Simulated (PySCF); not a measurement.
Input for PySCF:
```python
from pyscf import gto, scf, dft

mol = gto.Mole()
mol.atom = '''
    Cl   -1.539468   -1.666781   -0.108212
    B    -0.800127   -0.077470   -0.064743
    Cl   -2.133966    1.766427   -0.193934
    B     0.800127    0.077470    0.064743
    Cl    1.826157   -1.340912    0.164120
    Cl    1.539468    1.666781    0.108212
'''
mol.basis = 'def2-svp'
mol.charge = 0
mol.spin = 2
mol.verbose = 4
mol.build()

mf = dft.UKS(mol)
mf.xc = 'b3lyp'
mf = mf.density_fit(auxbasis='def2-universal-jkfit')
mf.kernel()
```

**Question.** What does this run give for the Mulliken (on the basis functions themselves) charges in atom order, total energy, nuclear repulsion energy, HOMO energy, number of basis functions?

**Answer.** 
* **Mulliken (on the basis functions themselves) charges in atom order**: Cl1 0.03, B2 0.03, Cl3 -0.11, B4 0.04, Cl5 0.01, Cl6 0.00
* **total energy**: -1889.9320 Eh
* **nuclear repulsion energy**: 409.3151 Eh
* **HOMO energy**: -5.73 eV
* **number of basis functions**: 100

These values belong to the state on which the SCF converged, which isn't shown to be the lowest.
